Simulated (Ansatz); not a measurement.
`[OH][Al]([F])[F]` + CH₃OH → `C[O][Al]([F])[F]` + H₂O at 700 K and 1 bar (ligand exchange at the Al–O bond).

Program: Ansatz. Geometries: PBE0-D4/def2-TZVP. ΔE: electronic, gas phase. CBS: MP2 limit from def2 TZ/QZ plus the TZ coupled-cluster correction, frozen cores. This one scheme is used for every species. One conformer a species, not always the lowest.

| species | CCSD(T)/CBS energy (Eh) | H − E (kJ/mol) | S (J/(mol·K)) |
| --- | --- | --- | --- |
| `[OH][Al]([F])[F]` | -517.59653 | 99.5 | 370.6 |
| CH₃OH | -115.61712 | 170.8 | 288.5 |
| `C[O][Al]([F])[F]` | -556.83340 | 190.5 | 440.5 |
| H₂O | -76.37941 | 80.5 | 218.4 |

H − E and S are ideal-gas, rigid-rotor, harmonic terms from PBE0-D4/def2-TZVP, for one conformer and one mirror image of each species. 1 Eh = 2625.50 kJ/mol, R = 8.31446 J/(mol·K).

Question: By hand: ΔE, ΔH, ΔS and ΔG.

Answer: ΔE = (-556.83340) + (-76.37941) − (-517.59653) − (-115.61712) = 0.00084 Eh = 2.2 kJ/mol. Δ(H − E) = 190.5 + 80.5 − 99.5 − 170.8 = 0.7, so ΔH = 2.9 kJ/mol. ΔS = 440.5 + 218.4 − 370.6 − 288.5 = -0.2 J/(mol·K). ΔG = 2.9 − 700 × (-0.2)/1000 = 3.0 kJ/mol.

Question: By hand: the equilibrium constant, and the temperature at which ΔG would vanish if ΔH and ΔS stayed fixed.

Answer: log₁₀ K = −ΔG/(RT ln 10) = -0.2. ΔH and −TΔS have one sign here, so there is no such temperature. One of them is within its doubt of zero, so this could turn.

The number of gas molecules stays the same, so ΔS is small and ΔH decides. The sign of ΔG lies within the doubt. A doubt of 5 kJ/mol in ΔE shifts log₁₀ K by 0.4 here. Other conformers and mirror images would add mixing entropy, several J/(mol·K) or more a flexible species. These are equilibria of isolated gas molecules and say nothing of rates. Largest T1 diagnostic: 0.013 (customary marks: 0.02 for closed shells, 0.045 for open ones).
